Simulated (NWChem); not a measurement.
## Lowest excitation of F2Si

```xyz
3

Si     0.0000     0.0000    -0.5881
F     -1.2465     0.0000     0.4574
F      1.2465     0.0000     0.4574
```
Charge 0, spin multiplicity 1.

Everything below was run with NWChem. All single points use one geometry, from PBE0/def2-SVP, a minimum by its harmonic frequencies.

Basis set: def2-SVPD. CR-EOMCCSD(T) is the triples correction to the same EOM-CCSD root.

| method | lowest vertical singlet excitation energy (eV) | difference from EOM-CCSD |
|---|---|---|
| CIS | 6.12 | +0.37 |
| TD-PBE | 5.37 | -0.39 |
| TD-B3LYP | 5.54 | -0.21 |
| TDA-CAM-B3LYP | 5.91 | +0.16 |
| EOM-CCSD | 5.75 | 0.00 |
| CR-EOMCCSD(T) | 5.65 | -0.11 |

The values span 0.75 eV, from TD-PBE (lowest) to CIS (highest). 

The correlated methods keep 7 core orbitals frozen. B3LYP has NWChem's definition, with VWN1-RPA local correlation. The structure started from a generated list of species. Coupled-cluster values serve here as a point of comparison, not as the truth.
